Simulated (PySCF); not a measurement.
Species: PAsSbSb tetrahedron, AsPSb2.
Geometry (PBE0-D3(BJ)/def2-SVP, Å), atoms numbered from 1 in this order:
```
atom  x, y, z in Å
P1    -1.2544    0.3774   -0.5782
As2   -0.3555   -1.0639    1.0412
Sb3    0.7325    1.3101    0.7136
Sb4    0.9607   -0.7140   -1.2071
```

Computed with PBE0-D3(BJ)/def2-SVP geometry optimisation, gas phase, def2 core potentials past Kr in PySCF.

Task: Which atoms are bound to Sb3, and at what distances?

Result: 3 atoms: P1 2.547 Å, As2 2.632 Å, Sb4 2.800 Å.

Task: List the angles at Sb3.

Result: 
```csv
angle,degrees,distance of the outer atoms (Å)
As2–Sb3–Sb4,57.8,2.63
P1–Sb3–Sb4,56.7,2.55
P1–Sb3–As2,53.9,2.35
```

Task: What is the shape at Sb3?

Result: Pyramidal: angles 57.8°, 56.7° and 53.9°, sum 168.3°, 2.23 Å off the plane of its three neighbours. Some of the bound atoms are bonded to each other.

Task: What are the other bond lengths?

Result: P1–As2 2.347 Å.

Task: Give some angles away from the centre.

Result: As2–P1–Sb3 64.9°, Sb3–P1–Sb4 66.7°, P1–As2–Sb3 61.2°, Sb3–As2–Sb4 64.3°.

Task: What are the rotational constants (commonest isotopes, rigid rotor)?

Result: A = 1287, B = 876.0, C = 662.0 MHz: an asymmetric top.

Point group: Cs (every atom within 0.08 Å of its image). Charge 0, singlet. Whether it is a minimum is left open (no frequencies).
